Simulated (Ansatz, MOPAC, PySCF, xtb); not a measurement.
Two conformers of CH4BFO (SMILES COBF), B3LYP-D3(BJ)/def2-TZVP minima.
Conformer 1 (charge 0, multiplicity 1):
```xyz
8

C     -1.0617     0.1229     0.1745
O      0.1740    -0.5322     0.4722
B      1.3277    -0.2566    -0.1519
F      1.3927     0.6716    -1.1151
H     -0.9452     0.8652    -0.6144
H     -1.7828    -0.6326    -0.1358
H     -1.4198     0.6060     1.0831
H      2.3151    -0.8444     0.1514
```
Conformer 2 (charge 0, multiplicity 1):
```xyz
8

C     -1.05571     0.07291     0.36761
O      0.11264     0.63822    -0.21795
B      1.28226    -0.01539    -0.26492
F      2.31352     0.60283    -0.83399
H     -0.86327    -0.92878     0.75709
H     -1.38720     0.72063     1.17894
H     -1.83688     0.02386    -0.39072
H      1.43465    -1.11429     0.17673
```

No zero-point or thermal terms.

Rows in 6-31G* carry no dispersion term and start afresh at each structure (6-31G* with six Cartesian d functions). The state that AM1 reach isn't checked.

Run with Ansatz (Gaussian orbitals); MOPAC for AM1 (differences of heats of formation); PySCF for 6-31G* rows; xtb for the GFN methods. Each number belongs to the level named beside it.

**Question.** One of these levels gives 0.45 kcal/mol for the electronic energy of conformer 2 less that of conformer 1. Which?
A. PBE/def2-TZVPP
B. GFN-FF
C. HF/6-31G*
D. AM1

**Answer.** C, HF/6-31G*. The others give 5.17 (GFN-FF), 2.51 (AM1), 0.14 (PBE/def2-TZVPP)

Ansatz is a program for electronic structure.
